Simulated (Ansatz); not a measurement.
# Nudged elastic band run: ClF₂H₃HfO

Input:

```yaml
crystal:
  periodic: [false, false, false]
  atoms:
    - { symbol: Hf, position_ang: [-0.244875, -0.182378, -0.026969] }
    - { symbol: O, position_ang: [-0.512288, -0.27452, 1.875714] }
    - { symbol: H, position_ang: [-0.645509, -0.388349, 2.826941] }
    - { symbol: F, position_ang: [1.631528, -0.139287, -0.46592] }
    - { symbol: Cl, position_ang: [-1.382798, 1.676993, -0.990328] }
    - { symbol: F, position_ang: [-0.959118, -1.781137, -0.82077] }
    - { symbol: H, position_ang: [1.31358, 2.456198, 1.193796] }
    - { symbol: H, position_ang: [1.050178, 2.07678, 1.805137] }
basis:
  gaussian: { orbitals: def2-SVP }
hamiltonian:
  xc: blyp
  dispersion: d4
neb:
  order_check: false
  images: 5
  f_tol: 0.05
  max_iterations: 60
  final_atoms:
    - { symbol: Hf, position_ang: [-0.10144172, 0.54951945, -0.17098884] }
    - { symbol: O, position_ang: [0.48016619, -0.09381567, 2.03832311] }
    - { symbol: H, position_ang: [-0.27948269, -0.43112993, 2.5562274] }
    - { symbol: F, position_ang: [1.73573933, 0.07176743, -0.5112307] }
    - { symbol: Cl, position_ang: [-0.9017568, 1.34960453, -2.25885942] }
    - { symbol: F, position_ang: [-1.48848511, -0.69047796, 0.38989105] }
    - { symbol: H, position_ang: [-0.16987375, 2.17576471, 0.73044131] }
    - { symbol: H, position_ang: [0.97583255, 0.51306744, 2.62379709] }
  initial_path:
    images:
      - { positions_ang: [[-0.244875, -0.182378, -0.026969], [-0.512288, -0.27452, 1.875714], [-0.645509, -0.388349, 2.826941], [1.631528, -0.139287, -0.46592], [-1.382798, 1.676993, -0.990328], [-0.959118, -1.781137, -0.82077], [1.31358, 2.456198, 1.193796], [1.050178, 2.07678, 1.805137]] }
      - { positions_ang: [[-0.16024764, -0.12218282, -0.01771649], [-0.34516918, -0.18175046, 2.05737599], [-0.7373048, -0.35360665, 2.80162025], [1.71482397, -0.08896846, -0.52499304], [-1.31765217, 1.7989876, -0.94455714], [-0.94113404, -1.72957128, -0.76795362], [1.14050818, 2.26432298, 1.02281163], [0.89687367, 1.85706908, 1.77101343]] }
      - { positions_ang: [[-0.07562028, -0.06198764, -0.00846398], [-0.17805036, -0.08898091, 2.23903797], [-0.8291006, -0.3188643, 2.7762995], [1.79811994, -0.03864992, -0.58406608], [-1.25250633, 1.9209822, -0.89878628], [-0.92315007, -1.67800555, -0.71513725], [0.96743636, 2.07244796, 0.85182725], [0.74356934, 1.63735816, 1.73688987]] }
      - { positions_ang: [[0.00900707, -0.00179247, 0.00078853], [-0.01093154, 0.00378863, 2.42069996], [-0.92089639, -0.28412194, 2.75097875], [1.88141591, 0.01166861, -0.64313912], [-1.1873605, 2.04297681, -0.85301543], [-0.90516611, -1.62643983, -0.66232087], [0.79436454, 1.88057294, 0.68084288], [0.59026501, 1.41764724, 1.7027663]] }
      - { positions_ang: [[-0.02780919, 0.18197817, -0.05647059], [0.15276771, -0.02874614, 2.29324101], [-0.70709183, -0.3331246, 2.68606164], [1.83285705, 0.03170155, -0.59916965], [-1.09215926, 1.81185271, -1.32163009], [-1.09960578, -1.31445254, -0.31158357], [0.47295177, 1.9789702, 0.69737569], [0.71878753, 1.11612064, 2.00977657]] }
      - { positions_ang: [[-0.06462546, 0.36574881, -0.11372972], [0.31646695, -0.0612809, 2.16578206], [-0.49328726, -0.38212727, 2.62114452], [1.78429819, 0.05173449, -0.55520018], [-0.99695803, 1.58072862, -1.79024475], [-1.29404544, -1.00246525, 0.03915374], [0.15153901, 2.07736745, 0.7139085], [0.84731004, 0.81459404, 2.31678683]] }
      - { positions_ang: [[-0.10144172, 0.54951945, -0.17098884], [0.48016619, -0.09381567, 2.03832311], [-0.27948269, -0.43112993, 2.5562274], [1.73573933, 0.07176743, -0.5112307], [-0.9017568, 1.34960453, -2.25885942], [-1.48848511, -0.69047796, 0.38989105], [-0.16987375, 2.17576471, 0.73044131], [0.97583255, 0.51306744, 2.62379709]] }
```

Run as:

```bash
$ ansatz run input.yaml --threads 2 --pin off --max-ram 3072MiB --backend cpu --events-out ev --progress --plain --runs-dir out
```

Output, in part (warnings, iteration lines, the closing report on the highest movable image, with atoms numbered from 0):

```
NEB end point (image 0): max|allowed force component| = 2.105e-2 eV/Å (the criterion of neb.relax_end_points is 1.000e-2)
NEB end point (image 6): max|allowed force component| = 1.408e-2 eV/Å (the criterion of neb.relax_end_points is 1.000e-2)
NEB iter   1: max|band force component| = 9.355e0 eV/Å  barrier→ = 3.0076 eV  barrier← = 2.0588 eV  Δτ_max = 0.2000 Å  (212 SCF iters)
NEB iter   2: max|band force component| = 2.547e0 eV/Å  barrier→ = 1.7984 eV  barrier← = 0.8495 eV  Δτ_max = 0.2000 Å  (177 SCF iters)
NEB iter   3: max|band force component| = 1.925e0 eV/Å  barrier→ = 1.4353 eV  barrier← = 0.4864 eV  Δτ_max = 0.1956 Å  (178 SCF iters)
NEB iter   4: max|band force component| = 1.446e0 eV/Å  barrier→ = 1.3870 eV  barrier← = 0.4382 eV  Δτ_max = 0.2000 Å  (177 SCF iters)
NEB iter   5: max|band force component| = 7.483e-1 eV/Å  barrier→ = 1.3250 eV  barrier← = 0.3761 eV  Δτ_max = 0.2000 Å  (173 SCF iters)
NEB iter   6: max|band force component| = 1.281e0 eV/Å  barrier→ = 1.2261 eV  barrier← = 0.2773 eV  Δτ_max = 0.0998 Å  (167 SCF iters)
NEB iter   7: max|band force component| = 5.714e-1 eV/Å  barrier→ = 1.1683 eV  barrier← = 0.2194 eV  Δτ_max = 0.1973 Å  (157 SCF iters)
NEB iter   8: max|band force component| = 1.255e0 eV/Å  barrier→ = 1.2396 eV  barrier← = 0.2907 eV  Δτ_max = 0.1013 Å  (159 SCF iters)
NEB iter   9: max|band force component| = 3.085e-1 eV/Å  barrier→ = 1.1686 eV  barrier← = 0.2197 eV  CI = image 4  Δτ_max = 0.1175 Å  (159 SCF iters)
NEB iter  10: max|band force component| = 7.076e-1 eV/Å  barrier→ = 1.2526 eV  barrier← = 0.3037 eV  CI = image 4  Δτ_max = 0.0591 Å  (157 SCF iters)
NEB iter  11: max|band force component| = 4.890e-1 eV/Å  barrier→ = 1.2709 eV  barrier← = 0.3221 eV  CI = image 4  Δτ_max = 0.1189 Å  (155 SCF iters)
NEB iter  12: max|band force component| = 3.087e-1 eV/Å  barrier→ = 1.3354 eV  barrier← = 0.3866 eV  CI = image 4  Δτ_max = 0.1032 Å  (160 SCF iters)
NEB iter  13: max|band force component| = 4.436e-1 eV/Å  barrier→ = 1.3531 eV  barrier← = 0.4042 eV  CI = image 4  Δτ_max = 0.0487 Å  (158 SCF iters)
NEB iter  14: max|band force component| = 1.241e-1 eV/Å  barrier→ = 1.3352 eV  barrier← = 0.3863 eV  CI = image 4  Δτ_max = 0.0238 Å  (152 SCF iters)
NEB iter  15: max|band force component| = 1.305e-1 eV/Å  barrier→ = 1.3331 eV  barrier← = 0.3843 eV  CI = image 4  Δτ_max = 0.0119 Å  (155 SCF iters)
NEB iter  16: max|band force component| = 6.374e-2 eV/Å  barrier→ = 1.3323 eV  barrier← = 0.3834 eV  CI = image 4  Δτ_max = 0.0238 Å  (156 SCF iters)
NEB iter  17: max|band force component| = 4.162e-2 eV/Å  barrier→ = 1.3307 eV  barrier← = 0.3818 eV  CI = image 4  Δτ_max = 0.0238 Å  (155 SCF iters)
NEB iter  18: max|band force component| = 2.841e-2 eV/Å  barrier→ = 1.3297 eV  barrier← = 0.3808 eV  CI = image 4  Δτ_max = 0.0000 Å  (288 SCF iters)
Total energy: -21354.83017072 eV, -784.7755339501 hartree
Atom 0 at     0.073976     0.323778    -0.049897 Å, force     0.021205    -0.012247    -0.029309 eV/Å
Atom 1 at     0.360513    -0.022418     2.082164 Å, force     0.027216    -0.010876     0.017128 eV/Å
Atom 2 at    -0.226073    -0.468492     2.725501 Å, force    -0.015401     0.018101     0.000458 eV/Å
Atom 3 at     1.760638    -0.255039    -0.750681 Å, force    -0.012166     0.011154     0.006701 eV/Å
Atom 4 at    -0.841711     1.790879    -1.687465 Å, force    -0.005082     0.011445    -0.003641 eV/Å
Atom 5 at    -1.260245    -1.061795    -0.071900 Å, force    -0.008044    -0.006944     0.003167 eV/Å
Atom 6 at     0.155129     1.970444     1.205290 Å, force     0.001428    -0.010022     0.002632 eV/Å
Atom 7 at     0.228471     1.166944     1.944590 Å, force    -0.009155    -0.000611     0.002864 eV/Å
Dipole moment:    -0.082480    -0.092238     0.688663 e Å
```

The run converged. The band force fell under the threshold earlier too, but the program's further tests of the path sent the band on. A vibrational analysis at the climbing image gives one clearly imaginary mode, 1021i cm⁻¹: a first-order saddle point. The orbitals stay closed-shell, which can raise the energy where a bond breaks towards radicals; this wasn't checked here.

Final band (atoms are numbered from 1 in the order of the input):

```
image  path coordinate (Å)  energy (kJ/mol)  H7–H8 (Å)  Hf1–H7 (Å)  O2–H8 (Å)
    0                 0.00              0.0       0.77        3.30       2.82
    1                 0.80              2.2       0.77        3.27       2.72
    2                 1.59             16.2       0.77        2.91       2.31
    3                 2.39             51.5       0.78        2.42       1.91
    4                 3.19            128.3       1.09        2.07       1.20
    5                 4.14             95.1       1.97        1.88       0.98
    6                 5.08             91.6       2.77        1.86       0.98
```

The run took 3.8 min on 2 threads of Arm Neoverse V1, on a shared host, peak memory 0.21 GiB.
